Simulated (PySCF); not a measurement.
**TiN₂ + 2 Cl₂ → TiCl₄ + N₂**

Level: PBE0 in the def2-TZVP basis family, all electrons, no relativity, computed in PySCF with density fitting; open shells unrestricted.

```
species                                                            state and structure       E (Eh)  ZPE (kJ/mol)  H(298 K) − H(0) (kJ/mol)  S° (J/(mol K))
   TiN₂  triplet, C2v, N–N 1.202 Å, Ti–N 1.933 Å (×2); N–N–Ti 71.9° (×2), N–Ti–N 36.2°   -958.60427          16.5                      11.0           264.1
    Cl₂                                                    singlet, D∞h, Cl–Cl 1.982 Å   -920.08940           3.5                       9.1           222.5
  TiCl₄                                                singlet, Td, Ti–Cl 2.163 Å (×4)  -2689.79059          15.4                      21.4           352.2
     N₂                                                      singlet, D∞h, N–N 1.089 Å   -109.44629          14.9                       8.7           191.4
```

Q: What is the electronic reaction energy?

A: At PBE0/def2-TZVP, ΔE = -1191.5 kJ/mol from the differences of the total energies times 2625.5, downhill. 

Q: Add zero-point, thermal and entropy terms for 298.15 K and 1 bar.

A: ΔZPE = 6.8 and Δ[H(298) − H(0)] = 0.9 kJ/mol give ΔH° = -1183.8 kJ/mol. ΔS° = -165.5 J/(mol K), so ΔG° = -1183.8 − 298.15 × (-0.1655) = -1134 kJ/mol.

Open d or f shells are single determinants, so the state found may not be the ground state. Each species is the lowest minimum found with this bonding; other isomers or fragments can lie lower.
